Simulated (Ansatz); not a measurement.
Mulliken charges of `[OH][GeH]([OH])[SiH3]` from r2SCAN/def2-TZVPP in Ansatz (PBE0-D4/def2-TZVP geometry).

```json
{"atom": "O1", "x (Å)": "-0.788", "y (Å)": "1.374", "z (Å)": "-1.428", "charge (e)": "-0.430"}
{"atom": "Ge2", "x (Å)": "0.062", "y (Å)": "0.948", "z (Å)": "0.080", "charge (e)": "0.547"}
{"atom": "O3", "x (Å)": "1.824", "y (Å)": "1.112", "z (Å)": "-0.137", "charge (e)": "-0.430"}
{"atom": "Si4", "x (Å)": "-0.470", "y (Å)": "-1.302", "z (Å)": "0.707", "charge (e)": "0.104"}
{"atom": "H5", "x (Å)": "-0.736", "y (Å)": "0.694", "z (Å)": "-2.104", "charge (e)": "0.184"}
{"atom": "H6", "x (Å)": "-0.307", "y (Å)": "2.072", "z (Å)": "1.051", "charge (e)": "-0.005"}
{"atom": "H7", "x (Å)": "2.219", "y (Å)": "0.391", "z (Å)": "-0.631", "charge (e)": "0.184"}
{"atom": "H8", "x (Å)": "-1.937", "y (Å)": "-1.461", "z (Å)": "0.878", "charge (e)": "-0.048"}
{"atom": "H9", "x (Å)": "0.225", "y (Å)": "-1.668", "z (Å)": "1.968", "charge (e)": "-0.048"}
{"atom": "H10", "x (Å)": "-0.009", "y (Å)": "-2.210", "z (Å)": "-0.380", "charge (e)": "-0.057"}
```

By hand: the dipole of these point charges (1 e Å = 4.8032 D).

Σ q r = (-0.103, -0.220, 0.167) e Å, of length 0.295 e Å = 1.42 D.

How does the dipole of the full density compare? (An estimate is asked.)

Ansatz gave: (-0.016, -0.523, -0.068) e Å, 2.53 D; the point charges give 0.56 times that, at 47° from its direction.

Point charges leave out the atoms' own dipoles, such as those of lone pairs, and Mulliken's split depends on the basis, so the two needn't agree.
